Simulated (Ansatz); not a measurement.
`CBOC(C)=O` + `C=CN[SiH2]Cl` → `C=CN(C)[SiH2]Cl` + `BOC(C)=O`  (substitution at a C–B bond)

Isolated molecules relaxed with PBE0-D4/def2-TZVP in Ansatz; ΔE leaves out vibrations. CBS: MP2 limit from def2 TZ/QZ plus the TZ coupled-cluster correction, frozen cores. Functionals use def2-TZVPP. B3LYP here is the variant with VWN-RPA as its local correlation; programs differ in this. One conformer a species, not always the lowest.

| level | ΔE (kJ/mol) |
| --- | --- |
| r2SCAN-D4 | 82.3 |
| B3LYP-D4 | 75.4 |
| r2SCAN0 | 83.6 |
| HF/def2-SVP | 78.8 |
| CCSD(T)/def2-SVP | 67.6 |
| MP2/def2-TZVPP | 71.9 |
| CCSD(T)/def2-TZVPP | 73.4 |
| SCS-MP2/def2-QZVPP | 72.1 |

**Question.** What does CCSD(T)/CBS give? (Best estimate.)

**Answer.** Ansatz gave: +75.4 kJ/mol. The listed levels differ from it by 6.9, 0.0, 8.2, 3.4, -7.8, -3.5, -2.0, -3.3 kJ/mol.

**Question.** What do rigid-rotor, harmonic-oscillator terms from PBE0-D4/def2-TZVP frequencies (298.15 K, 1 bar) make of the CCSD(T)/CBS value? (Best estimate.)

**Answer.** Computed: ΔZPE = +0.9 kJ/mol, ΔH = +74.7 kJ/mol, ΔS = -19 J/(mol·K), ΔG = +80.4 kJ/mol. Modes under 50 cm⁻¹ make the entropy rough.

Largest T1 diagnostic among the species: 0.015.

In def2-TZVPP, CCSD(T) changes the Hartree–Fock value by −8.6 kJ/mol (the triples alone add −2.3 kJ/mol) and MP2 by −10.1 kJ/mol. Leaving LDA and LC-ωPBE aside and taking each functional with its dispersion term where it has one, the values, not all of them listed here, spread over 14.0 kJ/mol, from revPBE-D4 to B97M-V. LDA lies −6.1 kJ/mol from PBE without D4. The D4 term adds −8.2 kJ/mol with B3LYP and −4.4 kJ/mol with PBE0; it sums over pairs of atoms, weighted by their polarisabilities, and B3LYP, whose exchange is more repulsive, gets the larger term.
